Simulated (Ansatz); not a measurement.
`C1N[SiH2]1` and `CN1C[SiH2]1` differ in one atom or group.

Ansatz, PBE0-D4/def2-TZVP geometries, multiplicity 1. 

```tsv
property	`C1N[SiH2]1`
HOMO–LUMO gap (PBE/def2-TZVPP) / eV	4.59
LUMO energy (B3LYP/def2-TZVPP) / eV	-0.35
size of the dipole moment (B3LYP/def2-TZVPP) / D	1.22
HOMO energy (B3LYP/def2-TZVPP) / eV	-6.55
size of the dipole moment (PBE/def2-TZVPP) / D	1.12
LUMO energy (PBE0/def2-TZVPP) / eV	-0.11
```

(1) Give the same properties after the change, and the shifts. (Best estimate.)

## Answers

(1) The calculation gave: 
| property | `CN1C[SiH2]1` | shift |
| --- | --- | --- |
| HOMO–LUMO gap (PBE/def2-TZVPP) / eV | 4.19 | -0.40 |
| LUMO energy (B3LYP/def2-TZVPP) / eV | -0.34 | 0.01 |
| size of the dipole moment (B3LYP/def2-TZVPP) / D | 0.72 | -0.50 |
| HOMO energy (B3LYP/def2-TZVPP) / eV | -6.16 | 0.39 |
| size of the dipole moment (PBE/def2-TZVPP) / D | 0.63 | -0.49 |
| LUMO energy (PBE0/def2-TZVPP) / eV | -0.11 | 0.00 |

The zero-point energy changes by 73.3 kJ/mol with +9 modes. Dipoles are sizes alone; their direction can turn.

B3LYP here is the variant with VWN-RPA as its local correlation; programs differ in this.
